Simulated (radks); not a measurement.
Values are calculated unless marked as measured or tabulated.
Species: V XVI. Configuration: [He] 2s2 2p4.

Level of theory: scalar-relativistic Kohn-Sham, SCAN, spin-unpolarised, spherical densities, finite nucleus; meta-GGA in the generalised Kohn-Sham scheme; Fermi nuclear charge, rms radius 3.6002 fm (a radial shooting solver on a logarithmic mesh with Libxc functionals).

Energy parts (eV):
| part | energy |
|---|---|
| total | -21992.044 |
| kinetic | 22233.815 |
| electron-nucleus | -47366.366 |
| Hartree | 3946.231 |
| exchange-correlation | -805.724 |

Orbitals (lengths in bohr, moments of r in powers of bohr; <r^-3> diverges for s and p1/2):
| orbital | occ. | eigenvalue (eV) | <r^-3> | <r^4> |
|---|---|---|---|---|
| 1s | 2 | -5988.470 | - | 0.00008957 |
| 2s | 2 | -1119.941 | - | 0.01727 |
| 2p | 4 | -1031.428 | 350.8 | 0.01259 |

The highest occupied level is 2p at -1031.4 eV. The density falls to 0.001 e/bohr^3 at r = 0.94 bohr. The electron density at the nucleus is 9932 e/bohr^3 (large components only). Summed over all electrons, <r^2> = 0.5348 bohr^2, which gives a Langevin (diamagnetic) susceptibility term of -0.424 x 10^-6 cm^3/mol. For comparison, the ionisation energy in NIST's Atomic Spectra Database is 1063 eV (semi-empirical). In exact Kohn-Sham theory the highest level is minus the ionisation energy, but local and semilocal functionals leave it too shallow, through self-interaction and a potential that decays too fast; potentials with the right tail come closer.

Beside tabulated values, note that spin-unpolarised runs miss the spin-polarisation part of the exchange energy of open shells.
